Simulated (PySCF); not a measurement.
CH₃BrOTe, SMILES CO[Te]Br.

Geometry optimised at B3LYP-D3(BJ)/def2-SVP. This is a generated structure with no PubChem entry under its InChIKey; it may be hypothetical. The def2 effective core potentials stand for the cores of Te; spin–orbit coupling is left out. One conformer was computed; it need not be the lowest.

Two levels are set side by side: PBE/def2-TZVP (PySCF) and ωB97X/def2-TZVP (PySCF). Same geometry, gas phase. Differences are taken from unrounded values.

```csv
quantity,ωB97X,PBE,PBE minus ωB97X
orbital gap (eV),8.00,1.89,-6.11
highest occupied level (eV),-8.67,-5.30,3.37
lowest empty level (eV),-0.68,-3.41,-2.74
dipole moment (D),1.96,1.80,-0.16
mean polarisability (bohr³),72.8,76.5,3.7
```

PBE's occupied levels lie high since its potential decays too fast outside the molecule; exact exchange lowers them and widens the gap. PBE's more diffuse valence density responds more strongly to a field. Differences between two approximate levels are no errors against the true value.

Rough cost on one machine, each run with all the roots and properties that it gave: ωB97X against PBE within a factor of 2.
